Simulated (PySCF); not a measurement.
Vertical excitations of a molecule C4H5Si, multiplicity 2 from TDA-PBE/def2-SVPD (PySCF), as energy in eV (oscillator strength): 2.56 (0.001), 2.72 (0.000), 2.82 (0.000), 4.44 (0.004), 4.47 (0.023), 4.67 (0.046), 4.81 (0.000), 5.06 (0.000), 5.18 (0.022), 5.36 (0.005). Geometry optimised at B3LYP-D3(BJ)/def2-SVP. One conformer was computed; it need not be the lowest.

Problem. Which structure fits?
(A) [C]1=CC=C[SiH2]1
(B) C1=C[SiH]C=C1
(C) [C]1=C[SiH2]C=C1

Solution. C, [C]1=C[SiH2]C=C1
